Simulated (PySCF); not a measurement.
C₂H₈Ge₂.
Atom-mapped SMILES: `[CH2:1]=[CH:2][GeH2:3][GeH3:4]` (hydrogens: H5, H6 on C1; H7 on C2; H8, H9 on Ge3; H10, H11, H12 on Ge4)

Theory: core-valence-separated Tamm–Dancoff BHandHLYP/aug-pcX-1 (pcseg-1 on H, def2-SVPD on Ge) in PySCF, non-relativistic, gas phase, PBE0-D3(BJ)/def2-SVP geometry.

Computed carbon K-edge spectrum, Gaussian lines of 0.6 eV full width, highest printed point 100; it ends one width below the last computed root. Absolute energies from this functional tend to lie a few eV below measured edges; no shift was applied.

photon energy (eV), absorption and a bar:
```
    281.6          1 
    281.7          2 #
    281.8          6 ##
    281.9         14 ####
    282.0         28 ########
    282.1         49 ###############
    282.2         72 ######################
    282.3         92 ############################
    282.4        100 ##############################
    282.5         93 ############################
    282.6         75 ######################
    282.7         52 ###############
    282.8         30 #########
    282.9         15 #####
    283.0          7 ##
    283.1          2 #
    283.2          1 
    283.3          0 
    283.4          0 
    283.5          0 
    283.6          0 
    283.7          0 
    283.8          0 
    283.9          0 
    284.0          0 
    284.1          0 
    284.2          0 
    284.3          0 
    284.4          0 
    284.5          0 
    284.6          0 
    284.7          0 
    284.8          0 
    284.9          0 
    285.0          0 
    285.1          1 
    285.2          3 #
    285.3          6 ##
    285.4         10 ###
    285.5         17 #####
    285.6         24 #######
    285.7         31 #########
    285.8         38 ###########
    285.9         42 #############
    286.0         43 #############
    286.1         43 #############
    286.2         41 ############
    286.3         38 ###########
    286.4         35 ##########
    286.5         30 #########
    286.6         24 #######
    286.7         17 #####
    286.8         12 ####
```

Task: Assign the maxima to core holes.

Result: 2 maxima:
- 282.4 eV: C2 (alkene CH carbon), 282.42 eV, f = 0.069, 1s→π*, 58 % of the height at the exact maximum; C1 (terminal =CH2 carbon), 282.39 eV, f = 0.051, 1s→π*, 42 % of the height at the exact maximum
- 286.0 eV: C2 (alkene CH carbon), 286.00 eV, f = 0.029, 55 % of the height at the exact maximum; C1 (terminal =CH2 carbon), 286.43 eV, f = 0.032, 16 % of the height at the exact maximum; C1 (terminal =CH2 carbon), 285.94 eV, f = 0.008, 15 % of the height at the exact maximum; C2 (alkene CH carbon), 285.68 eV, f = 0.017, 14 % of the height at the exact maximum

Roots within 0.03 eV on the same or equivalent atoms count as one line; shares under 12 % aren't listed.

Vibrational structure and lifetime widths aren't in the curve. The ionisation threshold wasn't computed; near and above it a finite basis only mimics Rydberg series and continuum. Relativistic effects, spin–orbit coupling among them, are left out although an element past zinc is present.

The values belong to the conformer `[CH2:1]=[CH:2][GeH2:3][GeH3:4]`: C1–C2–Ge3–Ge4 5°.
